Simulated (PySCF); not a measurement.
An excited-state table with gaps

Species: dimethylmalonyl chloride, C5H6Cl2O2.
SMILES with atom numbers: `[CH3:1][C:2]([CH3:3])([C:4](=[O:5])[Cl:6])[C:7](=[O:8])[Cl:9]` (hydrogens: H10, H11, H12 on C1; H13, H14, H15 on C3)

Method: PySCF, TDDFT PBE0/def2-SVPD, vertical, gas phase, core orbitals frozen in the response. One conformer (not necessarily the lowest) at the GFN2-xTB geometry, without solvent, vibrations or thermal averaging. Torsions of this conformer, `[CH3:1][C:2]([CH3:3])([C:4](=[O:5])[Cl:6])[C:7](=[O:8])[Cl:9]`: C1–C2–C4–O5 107°, C1–C2–C7–O8 -14°.

Lowest singlets, with some entries withheld (?).

| state | ν̃ (cm⁻¹) | f | main configurations (H = HOMO, L = LUMO) |
| --- | --- | --- | --- |
| S1 | 40000 | ? | ? |
| S2 | ? | 0.0016 | H-1→L (55%), H→L+1 (42%) |
| S3 | 49740 | 0.0012 | ? |
| S4 | ? | 0.0006 | H-3→L (39%), H→L+1 (35%), H-1→L (21%) |
| S5 | 50430 | 0.0018 | H-4→L (61%), H-2→L (22%), H-3→L+1 (12%) |
| S6 | 51550 | ? | H-2→L (51%), H-4→L (21%), H-1→L+1 (16%) |
| S7 | 52310 | ? | H-1→L+1 (59%), H-2→L (20%), H→L (14%) |
| S8 | 54560 | 0.0066 | ? |

Problem. Fill in the withheld entries.

Solution. 
- S1: f = 0.0019; H→L (80%), H-1→L+1 (18%)
- S2: ν̃ = 41310 cm⁻¹
- S3: H-3→L (52%), H-1→L (22%), H→L+1 (19%)
- S4: ν̃ = 49870 cm⁻¹
- S6: f = 0.014
- S7: f = 0.045
- S8: H-2→L+1 (77%), H-4→L+1 (8%)

Problem. What is the mean static polarisability from the same response equations?

Solution. 90.9 au (13.47 Å³), with principal values 87.3, 91.8 and 93.7 au.

Problem. How far apart are S7 and S8, in eV and cm⁻¹?

Solution. 6.764 − 6.486 = 0.278 eV, or about 2250 cm⁻¹.

Problem. Where do the lowest triplets lie (Tamm–Dancoff)?

Solution. T1 4.42 eV, H→L (75%), H-1→L+1 (21%); T2 4.58 eV, H-1→L (50%), H→L+1 (45%); T3 5.52 eV, H-2→L (67%), H-5→L+1 (17%). E(S1) − E(T1) = +0.54 eV.

Hardware: an Arm Neoverse V2 with one thread, shared host with 32 logical CPUs at a one-minute load of 22. Cost: 61 s wall, 0.98 GiB resident at most.
